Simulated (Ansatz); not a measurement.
Reaction (redistribution): `[NH2][W]([OH])(=[S])=[S]` + `C[CH2][GeH2][CH3]` → `[CH3][W]([OH])(=[S])=[S]` + `[CH3][GeH2][CH2]N`

Isolated molecules relaxed with PBE0-D4/def2-TZVP in Ansatz; ΔE leaves out vibrations. CBS: MP2 limit from def2 TZ/QZ plus the TZ coupled-cluster correction, frozen cores. Functionals use def2-TZVPP. Elements past krypton have def2 core potentials. For Ge, W outer-core shells are correlated without core-valence functions, which leaves a few kJ/mol of doubt a bond. Scalar relativity is left out up to krypton. One conformer a species, not always the lowest.

Task: Is it downhill or uphill in electronic energy at CCSD(T)/CBS, and by how much? (Estimate.)

Result: Computed: Uphill: ΔE = +122.8 kJ/mol.

Task: What do these levels give: ωB97M-V, PBE, SCS-MP2/def2-TZVPP, MP2/def2-QZVPP, HF/CBS(def2), CCSD/CBS(def2)? (Best estimate.)

Result: Computed: ωB97M-V 120.8, PBE 121.3, SCS-MP2/def2-TZVPP 124.0, MP2/def2-QZVPP 126.7, HF/CBS(def2) 119.4, CCSD/CBS(def2) 120.7 kJ/mol.

Largest T1 diagnostic among the species: 0.022, so the coupled-cluster value is less sure than usual.
